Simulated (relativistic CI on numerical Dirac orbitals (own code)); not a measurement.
**Co⁵⁺ (3d4) in a crystal field**

Calculated by Dirac-Coulomb-Breit CI, orbitals from a KLI potential per configuration, QED by a radiative potential, one configuration in a parametric crystal field, unscaled Slater integrals (own radial code). With so little scaling, terms lie 10 to 35 % too far apart, which can change the order of excited levels.

Field parameters in Wybourne normalisation: D4h B²₀ = −7Ds, B⁴₀ = 21(Dq − Dt), B⁴₄ = 21√(5/14) Dq; Oh B⁴₀ = 21Dq, B⁴₄ = √(5/14) B⁴₀; Td as Oh with Dq negative (B⁴₀ = 21Dq, B⁴₄ = √(5/14) B⁴₀). The field is a parameter set, without covalency.

S and J are read from ⟨S²⟩ = S(S + 1) and ⟨J²⟩ = J(J + 1) of each level; they are not fictitious spins.

D4h, 10Dq = 35500, Ds = 810, Dt = -760 cm⁻¹, the lowest 16 levels:

| E (cm⁻¹) | Degeneracy | Irrep | S | J |
| --- | --- | --- | --- | --- |
| 0.0 | 1 | A1 | 1.03 | 4.29 |
| 111 | 1 | A2 | 1.02 | 4.27 |
| 451 | 2 | E | 1.02 | 4.10 |
| 810 | 1 | B1 | 1.02 | 3.84 |
| 845 | 1 | B2 | 1.01 | 3.87 |
| 5507 | 1 | A1 | 1.69 | 3.35 |
| 5611 | 2 | E | 1.71 | 3.36 |
| 6134 | 1 | B1 | 1.99 | 3.00 |
| 6137 | 1 | B2 | 1.99 | 3.00 |
| 6696 | 1 | B1 | 1.99 | 2.99 |
| 6711 | 2 | E | 1.99 | 2.99 |
| 6756 | 1 | A2 | 1.99 | 2.99 |
| 6757 | 1 | A1 | 1.99 | 2.99 |
| 7062 | 2 | E | 1.40 | 3.77 |
| 7165 | 1 | A1 | 1.42 | 3.72 |
| 16746 | 1 | A1 | 0.01 | 4.73 |

Td, 10Dq = -8300 cm⁻¹, the lowest 10 levels:

| E (cm⁻¹) | Degeneracy | Irrep | S | J |
| --- | --- | --- | --- | --- |
| 0.0 | 1 | A1 | 2.00 | 2.03 |
| 66.2 | 3 | T1 | 2.00 | 2.19 |
| 125 | 3 | T2 | 2.00 | 2.34 |
| 592 | 2 | E | 2.00 | 3.14 |
| 628 | 3 | T1 | 2.00 | 3.22 |
| 966 | 3 | T2 | 2.00 | 3.74 |
| 8780 | 1 | A2 | 2.00 | 3.00 |
| 8790 | 3 | T2 | 2.00 | 3.07 |
| 8801 | 2 | E | 2.00 | 3.14 |
| 8809 | 3 | T1 | 2.00 | 3.20 |

Oh, 10Dq = 15350 cm⁻¹, the lowest 16 levels:

| E (cm⁻¹) | Degeneracy | Irrep | S | J |
| --- | --- | --- | --- | --- |
| 0.0 | 1 | A1 | 2.00 | 2.84 |
| 32.4 | 3 | T1 | 2.00 | 2.88 |
| 64.1 | 2 | E | 2.00 | 2.93 |
| 89.7 | 3 | T2 | 2.00 | 2.96 |
| 116 | 1 | A2 | 2.00 | 3.00 |
| 15105 | 1 | A1 | 2.00 | 2.56 |
| 15107 | 3 | T1 | 2.00 | 2.47 |
| 15107 | 3 | T2 | 2.00 | 2.39 |
| 15610 | 3 | T1 | 2.00 | 3.31 |
| 15610 | 2 | E | 2.00 | 3.34 |
| 15927 | 3 | T2 | 2.00 | 3.79 |
| 18711 | 1 | A1 | 1.00 | 4.60 |
| 19051 | 3 | T1 | 1.00 | 4.45 |
| 19503 | 3 | T2 | 1.00 | 4.02 |
| 19537 | 2 | E | 1.00 | 3.97 |
| 30747 | 3 | T2 | 0.99 | 5.03 |

D4h, 10Dq = 22650, Ds = -1330, Dt = -590 cm⁻¹, the lowest 16 levels:

```csv
E (cm⁻¹),Degeneracy,Irrep,S,J
0.0,1,A1,2.00,2.94
15.8,2,E,2.00,2.95
61.6,1,B1,2.00,2.98
61.6,1,B2,2.00,2.98
8179,1,A1,1.98,2.96
8182,1,A2,1.98,2.95
8273,2,E,1.99,2.97
8304,1,B1,1.99,2.98
12771,1,A1,1.02,4.39
12937,2,E,1.01,4.25
13636,1,A2,1.03,4.35
13841,1,A1,1.02,4.03
13940,2,E,1.01,4.03
14077,1,B2,1.00,3.92
14131,1,B1,1.01,3.89
29267,1,B2,0.21,4.75
```

D4h, 10Dq = 37900, Ds = 860, Dt = 460 cm⁻¹, the lowest 10 levels:

| E (cm⁻¹) | Degeneracy | Irrep | S | J |
| --- | --- | --- | --- | --- |
| 0.0 | 1 | A1 | 1.95 | 3.05 |
| 10.8 | 1 | A2 | 1.95 | 3.04 |
| 140 | 2 | E | 1.98 | 3.01 |
| 186 | 1 | B1 | 1.99 | 3.00 |
| 3085 | 1 | A1 | 1.14 | 4.34 |
| 3374 | 2 | E | 1.12 | 4.20 |
| 3658 | 1 | A2 | 1.08 | 4.25 |
| 3963 | 1 | B2 | 1.07 | 3.85 |
| 4035 | 1 | B1 | 1.10 | 3.81 |
| 4169 | 1 | A1 | 1.08 | 3.83 |

The free-ion ground term has S = 2. The field overcomes the spin-pairing energy for D4h, 10Dq = 35500, Ds = 810, Dt = -760 cm⁻¹, where the ground state has lower spin; these fields are assumed values.

Levels of this model without a field, named by their leading LS term: ⁵D0 0, ⁵D1 195, ⁵D2 567, ⁵D3 1091, ⁵D4 1741, ³H4 30073, ³H5 30449, ³H6 30835 cm⁻¹.
